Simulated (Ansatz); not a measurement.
Cost and result for the atomization energy of `O[SiH]S[SiH](O)F` radical (10 atoms, 9 bonds).

```xyz
10

O     1.518   -1.962   -0.046
Si    1.605   -0.626   -0.996
S    -0.315    0.263   -1.424
Si   -0.685    1.027    0.514
O    -2.267    1.337    0.699
F    -0.201   -0.086    1.568
H     1.072   -1.842    0.798
H     2.133   -1.082   -2.308
H     0.046    2.259    0.845
H    -2.906    0.713    0.349
```

Charge 0, multiplicity 2. All single points use the PBE0-D4/def2-TZVP geometry. It is one conformer, not always the lowest. Program: Ansatz. All runs use 2 threads of an AMD EPYC 7R13 on a shared host and a share of an NVIDIA H100 80 GB. Times are those of one run each, without the atoms' runs, and a repeat can differ threefold. Electronic energies, without spin–orbit coupling; frozen cores. CCSD(T)/CBS adds CCSD(T) − MP2 in def2-TZVPP to the MP2 limit, and its time is that of the two runs behind it. T1 = 0.014; ⟨S²⟩ of the reference is 0.76. B3LYP takes the VWN-RPA correlation (the form of Gaussian; ORCA's B3LYP/G).

CCSD(T)/CBS is a level of theory with its own doubt, some kJ/mol a heavy atom from the limit and from the frozen cores, so smaller differences don't rank the functionals.

| level | functions | atomization (kJ/mol) | difference from CCSD(T)/CBS | per bond |
| --- | --- | --- | --- | --- |
| CCSD(T)/def2-TZVPP | 275 | 3578.0 | -133.2 | -14.8 |
| B3LYP-D4/def2-TZVPP (with forces) | 275 | 3665.3 | -45.9 | -5.1 |
| MP2/def2-QZVPP | 501 | 3776.9 | 65.7 | 7.3 |
| ωB97M-V/def2-TZVPP (with forces) | 275 | 3703.9 | -7.3 | -0.8 |
| PBE0-D4/def2-TZVPP | 275 | 3654.8 | -56.4 | -6.3 |
| r2SCAN-D4/def2-TZVPP (with forces) | 275 | 3720.2 | 9.0 | 1.0 |
| CCSD(T)/CBS(def2) | – | 3711.2 | 0.0 | 0.0 |
| PBE-D4/def2-TZVPP (with forces) | 275 | 3741.7 | 30.5 | 3.4 |
| B2PLYP/def2-TZVPP | 275 | 3634.5 | -76.7 | -8.5 |
| ωB97X-V/def2-TZVPP | 275 | 3708.8 | -2.4 | -0.3 |

(1) Order the runs by time, with rough figures. (Estimate.)

Answers

(1) The calculation gave: B3LYP-D4/def2-TZVPP (with forces) 3.1 s; PBE-D4/def2-TZVPP (with forces) 3.2 s; PBE0-D4/def2-TZVPP 3.3 s; B2PLYP/def2-TZVPP 3.4 s; r2SCAN-D4/def2-TZVPP (with forces) 3.6 s; MP2/def2-QZVPP 3.8 s; ωB97X-V/def2-TZVPP 4.9 s; ωB97M-V/def2-TZVPP (with forces) 5 s; CCSD(T)/def2-TZVPP 9.5 s; CCSD(T)/CBS(def2) 13 s.

From PBE to PBE0 (25 % exact exchange), in def2-TZVPP and without D4, the atomization energy moves by −82.5 kJ/mol: exact exchange takes away binding that semilocal exchange gives to molecules. The D4 term adds +49.2 kJ/mol with B3LYP and +25.7 kJ/mol with PBE0; it sums over pairs of atoms, weighted by their polarisabilities, and B3LYP, whose exchange is more repulsive, gets the larger term. In def2-TZVPP, CCSD(T) changes the Hartree–Fock value by +955.7 kJ/mol (the triples alone add +65.2 kJ/mol) and MP2 by +1074.0 kJ/mol; breaking electron pairs costs correlation energy, which Hartree–Fock lacks.
